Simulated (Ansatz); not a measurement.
A further run on Al₂O₆H₆ (the lowest singlet isomer of a short search).

```yaml
crystal:
  periodic: [false, false, false]
  atoms:
    - {symbol: Al, position_ang: [-0.101993, -1.038480, -0.539767]}
    - {symbol: Al, position_ang: [0.324497, 1.209331, 1.124093]}
    - {symbol: O, position_ang: [1.929900, 1.678782, 1.480632]}
    - {symbol: O, position_ang: [1.025044, -2.139176, -1.177206]}
    - {symbol: O, position_ang: [-1.800244, -1.055759, -0.844103]}
    - {symbol: O, position_ang: [-1.069339, 1.466211, -1.364873]}
    - {symbol: O, position_ang: [0.386173, -0.668941, 1.184950]}
    - {symbol: O, position_ang: [0.037056, 0.810735, -0.692387]}
    - {symbol: H, position_ang: [-1.743355, 0.745417, -1.284982]}
    - {symbol: H, position_ang: [-2.390369, -1.793395, -1.007795]}
    - {symbol: H, position_ang: [1.058538, -2.483434, -2.071688]}
    - {symbol: H, position_ang: [1.064911, -1.151834, 1.673371]}
    - {symbol: H, position_ang: [2.225846, 2.556501, 1.730258]}
    - {symbol: H, position_ang: [-0.946655, 1.864044, 1.789496]}
basis:
  gaussian: {orbitals: 6-31G}
hamiltonian: {xc: {name: B2GP-PLYP}}
accuracy: high
```

```sh
$ ansatz run in.yaml --threads 4 --pin off --events-out ev --progress --plain --max-ram 8704MiB
```

Shortened log:

```
Functional definition: B2GP-PLYP
2240 factors; integrals over basis functions are off by at most 4.5e-9 eV
mean field evaluation 1: about -25527.6073 eV, gradient 7.8e1 eV
mean field evaluation 2: about -25527.6087 eV, gradient 7.8e1 eV
mean field evaluation 4: about -25538.2813 eV, gradient 4.6e0 eV
mean field evaluation 8: about -25538.3208 eV, gradient 2.9e-1 eV
mean field evaluation 16: about -25538.3211 eV, gradient 3.4e-4 eV
mean field -25538.32105119 eV, -938.5159881354 hartree, gradient 2.6e-8 eV, S^2 0.000000; 0 other end points of the search recorded, 0 dependent functions left out
16 core orbitals not correlated: weight in the atoms' cores, before any rotation towards them, 1.000 or more for the frozen orbitals, at most 0.000 for the correlated occupied ones
reference -25538.32107642 eV, -938.5159890626 hartree; 24, 24 occupied and 52, 52 virtual orbitals, 2240 factors
second order -26.16245962 eV of doubles, -0.00000000 eV of singles
Total energy: -25547.73956188 eV, -938.8621120194 hartree
```

Hardware: 4 threads of Intel Xeon Platinum 8259CL on a shared host. Wall time 8 s.

Correlated methods freeze 16 core orbitals.
